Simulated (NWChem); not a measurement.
System: C₂H₃Cl₃; SMILES ClC(Cl)(C)Cl

Here is an NWChem input.

```
start job
memory heap 200 mb stack 900 mb global 1100 mb
geometry units angstroms noautoz
  C      0.000000     0.000000     1.765938
  C      0.000000     0.000000     0.256078
  Cl    -1.442823     0.851200    -0.354207
  Cl    -0.015749    -1.675121    -0.354207
  Cl     1.458572     0.823921    -0.354207
  H      0.009625     1.035951     2.131517
  H      0.892347    -0.526311     2.131517
  H     -0.901972    -0.509640     2.131517
end
basis spherical
  * library 3-21g
end
dft
  xc b3lyp
  iterations 150
  mulliken
end
task dft energy
```

Output (shortened):

```
             Northwest Computational Chemistry Package (NWChem) 7.3.0
             --------------------------------------------------------

 C3  symmetry detected

                             Geometry "geometry" -> ""
                             -------------------------

 Output coordinates in angstroms (scale by  1.889725989 to convert to a.u.)

  No.       Tag          Charge          X              Y              Z
 ---- ---------------- ---------- -------------- -------------- --------------
    1 C                    6.0000     0.00000000     0.00000000     1.75893664
    2 C                    6.0000    -0.00000000     0.00000000     0.24907664
    3 Cl                  17.0000    -0.16510266     1.66703924    -0.36120836
    4 Cl                  17.0000    -1.36114700    -0.97650272    -0.36120836
    5 Cl                  17.0000     1.52624966    -0.69053652    -0.36120836
    6 H                    1.0000     0.84171089     0.60399457     2.12451564
    7 H                    1.0000     0.10221920    -1.03094030     2.12451564
    8 H                    1.0000    -0.94393008     0.42694573     2.12451564

 Effective nuclear repulsion energy (a.u.)     361.5375725179

      Symmetry information
      --------------------

 Group name             C3
 Group number              5
 Group order               3
 No. of unique centers     4

                                 NWChem DFT Module
                                 -----------------

 Summary of "ao basis" -> "ao basis" (spherical)
 ------------------------------------------------------------------------------
       Tag                 Description            Shells   Functions and Types
 ---------------- ------------------------------  ------  ---------------------
 C                           3-21g                   5        9   3s2p
 Cl                          3-21g                   7       13   4s3p
 H                           3-21g                   2        2   2s

      Symmetry analysis of basis
      --------------------------

        a          25
        e+         19
        e-         19

  Rotation of axis

            General Information
            -------------------
          SCF calculation type: DFT
          Wavefunction type:  closed shell.
          No. of atoms     :     8
          No. of electrons :    66
           Alpha electrons :    33
            Beta electrons :    33
          Charge           :     0
          Spin multiplicity:     1
          Use of symmetry is: on ; symmetry adaption is: on
          Maximum number of iterations: 150
          AO basis - number of functions:    63
                     number of shells:    37
          Convergence on energy requested:  1.00D-06
          Convergence on density requested:  1.00D-05
          Convergence on gradient requested:  5.00D-04

              XC Information
              --------------
                         B3LYP Method XC Potential
                     Hartree-Fock (Exact) Exchange  0.200
                        Slater Exchange Functional  0.800 local
                    Becke 1988 Exchange Functional  0.720 non-local
              Lee-Yang-Parr Correlation Functional  0.810
                  VWN I RPA Correlation Functional  0.190 local

             Grid Information
             ----------------
          Grid used for XC integration:  medium
          Radial quadrature: Mura-Knowles
          Angular quadrature: Lebedev.
          Tag              B.-S. Rad. Rad. Pts. Rad. Cut. Ang. Pts.
          ---              ---------- --------- --------- ---------
          C                   0.70       49           8.0       434
          Cl                  1.00       88          10.0       590
          H                   0.35       45          10.0       434
          Grid pruning is: on
          Number of quadrature shells:   231
          Spatial weights used:  Erf1

      Superposition of Atomic Density Guess
      -------------------------------------

 Sum of atomic energies:       -1448.26888799

      Non-variational initial energy
      ------------------------------

 Total energy =   -1450.135116
 1-e energy   =   -2721.416773
 2-e energy   =     909.744084
 HOMO         =      -0.371479
 LUMO         =       0.055310

      Symmetry analysis of molecular orbitals - initial
      -------------------------------------------------

  Numbering of irreducible representations:

     1 a           2 e+          3 e-

  Orbital symmetries:

     1 e+          2 e+          3 a           4 a           5 a
     6 e+          7 e+          8 a           9 a          10 e+
    11 e+         12 a          13 e+         14 e+         15 e+
    16 e+         17 a          18 a          19 a          20 e+
    21 e+         22 a          23 e+         24 e+         25 a
    26 e+         27 e+         28 e+         29 e+         30 e+
    31 e+         32 a          33 a          34 a          35 e+
    36 e+         37 a          38 e+         39 e+         40 a
    41 a          42 e+         43 e+

     ---------------------------------------------
      Total Density - Mulliken Population Analysis
     ---------------------------------------------

    Atom       Charge   Shell Charges
 -----------   ------   -------------------------------------------------------
    1 C    6     6.69   1.99  0.40  1.58  1.13  1.59
    2 C    6     5.62   1.99  0.31  0.93  1.13  1.26
    3 Cl  17    17.16   2.00  1.96  5.91  1.15  3.09  0.80  2.26
    4 Cl  17    17.16   2.00  1.96  5.91  1.15  3.09  0.80  2.26
    5 Cl  17    17.16   2.00  1.96  5.91  1.15  3.09  0.80  2.26
    6 H    1     0.74   0.41  0.33
    7 H    1     0.74   0.41  0.33
    8 H    1     0.74   0.41  0.33

[...]
```

Level: B3LYP/3-21G. All runs use the structure optimised with PBE0/def2-SVP. B3LYP is NWChem's, with the RPA form of VWN correlation.
